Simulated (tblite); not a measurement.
Compound: C6H9O2 (doublet state).
Z-matrix (Å and degrees, GFN2-xTB geometry), rows numbered from 1:
```
C 
O   1  1.4092
C   2  1.3914  1  114.79
C   3  1.5487  2  114.88  1    62.41
O   4  1.2293  3  121.71  2    -1.23
C   4  1.3953  3  112.94  2  -179.85
C   6  1.4592  4  144.54  3   -18.33
C   6  1.4587  4  144.91  3  -146.76
H   1  1.0947  2  111.07  3   -65.99
H   1  1.0880  2  106.15  3   174.86
H   1  1.0972  2  110.92  3    55.59
H   3  1.0931  2  106.06  1  -176.38
H   3  1.1039  2  111.47  1   -58.37
H   7  1.0819  6  118.75  8  -107.66
H   7  1.0833  6  119.05  8   108.13
H   8  1.0825  6  118.99  7  -108.37
H   8  1.0823  6  118.47  7   107.96
```

The geometry is computed with GFN2-xTB (gas phase). This method treats the open shell by occupation alone, without spin polarisation.

Take the most abundant isotopes and a rigid rotor. The values belong to one conformer with, in the numbering `[CH3:1][O:2][CH2:3][C:4](=[O:5])[C:6]1[CH2:7][CH2:8]1`, C1–O2–C3–C4 62°, O2–C3–C4–O5 -1°, C3–C4–C6–C7 -18°.

(1) What are A, B and C (GHz)?

(2) Classify the top.

(3) What does the inertial defect say?

(4) Where do the levels up to J = 3 lie, in K?

(5) Estimate the classical rotational partition function at 10 K, 100 K and 200 K.

Results:

(1) Ia = 96.99, Ib = 448.72, Ic = 513.03 u·Å²; 505379 MHz·u·Å²/I gives 5211, 1126 and 985.1 MHz, that is A = 5.2107, B = 1.1263, C = 0.9851 GHz.

(2) A near-prolate asymmetric top: κ = (2 × 1126 − 5211 − 985.1)/(5211 − 985.1) = -0.93.

(3) Not planar: Δ = Ic − Ia − Ib = -32.68 u·Å². For a rigid frame Δ = −2 Σ m c², so Σ m c² = 16.34 u·Å² lies off the ab plane: 7.74 from hydrogen and 8.60 from heavier atoms. The atom farthest from that plane is 1.54 Å away.

(4) Above 0(0,0), as E/k:
J = 1: 1(0,1) 0.101, 1(1,1) 0.297, 1(1,0) 0.304
J = 2: 2(0,2) 0.304, 2(1,2) 0.493, 2(1,1) 0.514, 2(2,1) 1.102, 2(2,0) 1.102
J = 3: 3(0,3) 0.607, 3(1,3) 0.787, 3(1,2) 0.828, 3(2,2) 1.406, 3(2,1) 1.406, 3(3,1) 2.403, 3(3,0) 2.403
The levels of one J sum to (2J + 1)J(J + 1)(A + B + C)/3.

(5) Point group C1, symmetry number σ = 1; q = (√π/σ)·√((kT/h)³/(ABC)), k/h = 20836.6 MHz/K: 2220 at 10 K, 70100 at 100 K, 198000 at 200 K.

For this open shell read J as N, the rotation without spin; fine and hyperfine splittings come on top. Its GFN2-xTB frequencies are all real (lowest 43 cm⁻¹). Constants of a rigid frame at the computed geometry: no zero-point averaging, no centrifugal distortion.

On one thread of an Arm Neoverse V1, on a shared host, this took 0.82 s wall. These figures are those of the optimisation.
